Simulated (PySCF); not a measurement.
Stepwise substitution at one centre (In CH3-NH2). Gas-phase values, no solvent. One relaxed conformer stands for each flexible species; it need not be the lowest. Strings in code marks are SMILES.

The HOMO–LUMO gap from two functionals at the same geometries (B3LYP-D3(BJ)/def2-TZVP), both in PySCF: PBE-D3(BJ)/def2-TZVP and ωB97X-D3(BJ)/def2-TZVP. 

```csv
species,PBE-D3(BJ)/def2-TZVP (eV),ωB97X-D3(BJ)/def2-TZVP (eV)
0 of 3 CH3 replaced by NH2,4.23,10.12
1 of 3 CH3 replaced by NH2 (`[CH3][In]([CH3])[NH2]`),4.12,10.30
2 of 3 CH3 replaced by NH2 (`[NH2][In]([CH3])[NH2]`),4.01,10.55
3 of 3 CH3 replaced by NH2 (`[NH2][In]([NH2])[NH2]`),3.70,10.26
```

Over these rows, drawn at random from the members with no instability flagged (it was tested for open shells, ions and some series alone), PBE minus ωB97X-D3(BJ): mean -6.29 eV, from -6.56 eV to -5.89 eV.
